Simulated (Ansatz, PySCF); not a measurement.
The Ansatz (a program for electronic structure) input:
Ansatz 0.2 input:
```yaml
crystal:
  periodic: [false, false, false]
  atoms:
    - {symbol: B, position_ang: [-0.00000000, -0.00000000, -0.77001619]}
    - {symbol: F, position_ang: [0.00000000, 0.00000000, 0.42778677]}
basis:
  gaussian:
    orbitals: 6-311G__.json
total_charge: 1
magnetization: {spin_polarized: true, initial_magnetization: 1}
correlation: {method: ccsd_t, electrons: outside_noble_gas}
accuracy: high
```
The basis file holds 6-311G** in the JSON format of the Basis Set Exchange.

Problem. Write the same job for PySCF.

Solution. One answer among several that fit: 
```python
from pyscf import gto, scf, cc

mol = gto.Mole()
mol.atom = '''
    B    -0.00000000   -0.00000000   -0.77001619
    F     0.00000000    0.00000000    0.42778677
'''
mol.basis = '6-311g**'
mol.charge = 1
mol.spin = 1
mol.verbose = 4
mol.build()

mf = scf.UHF(mol)
mf.kernel()

mycc = cc.CCSD(mf, frozen=2)
mycc.kernel()
et = mycc.ccsd_t()
print('E(CCSD(T)) = %.10f' % (mycc.e_tot + et))
```

Both were run: Ansatz gave -124.027752 Eh and PySCF -124.027752 Eh, 0.000 mEh apart.
